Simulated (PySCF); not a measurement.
C₃H₉ClSi, SMILES C[C@H](Cl)C[SiH3]. The structure is a stationary point at PBE-D3(BJ)/def2-SVP. The structure was generated by enumeration; whether it is a known compound was not checked. One conformer was computed; it need not be the lowest.

Task: Give the equilibrium geometry at PBE-D3(BJ)/def2-SVP (PySCF confirms it by a frequency run) as Cartesian coordinates in Å. (The exact figures need the calculation; the answer reports its results.)

Result: Several could match; the one computed here: 
```xyz
14

C      0.9228    -1.1804     0.9028
C      0.5884    -0.1989    -0.2114
Cl     1.9677     1.0045    -0.3648
C     -0.7192     0.5624    -0.0192
Si    -2.2925    -0.5139    -0.0165
H      0.1500    -1.9758     0.9619
H      0.9618    -0.6628     1.8824
H      1.9022    -1.6630     0.7238
H      0.5828    -0.7203    -1.1903
H     -0.6828     1.1408     0.9294
H     -0.8374     1.3063    -0.8346
H     -2.3873    -1.3662     1.2200
H     -3.4988     0.3823    -0.0745
H     -2.2985    -1.4211    -1.2191
```
Charge 0, spin multiplicity 1.
